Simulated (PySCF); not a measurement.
# Two-component Hartree-Fock for Ni(26+) (nickel, charge +26)

Start: 1s2. Calculated with PySCF 2.14 in an even-tempered Gaussian basis (15 s from 34 bohr⁻², ratio 2.4; 9 p from 44 bohr⁻², ratio 2.4; 3 d from 140 bohr⁻², ratio 2.6; 3 f from 210 bohr⁻², ratio 2.6): generalised Hartree-Fock with the X2C-1e Hamiltonian and a Gaussian nucleus; one run each with spin-orbit coupling (SO) switched off, then screened by Boettger's factors.

```tsv
spinor shell	electrons	ε, spin-free (eV)	ε, screened SO (eV)	weight of nominal j (screened SO)	rms radius, screened SO (bohr)
1s1/2	2	-10297.7	-10297.7	1.000	0.0617
```

| quantity | spin-free | screened SO |
| --- | --- | --- |
| E (hartree) | -774.54977 | -774.54977 |
| M_J | 0 | 0 |
| ⟨J²⟩ | 0.000 | 0.000 |
| ⟨L²⟩ | 0.000 | 0.000 |
| ⟨S²⟩ | 0.000 | 0.000 |

Without spin-orbit coupling the j labels of p, d and f shells carry no meaning; the spin-free column gives the mean over the occupied spinors of each nl shell.
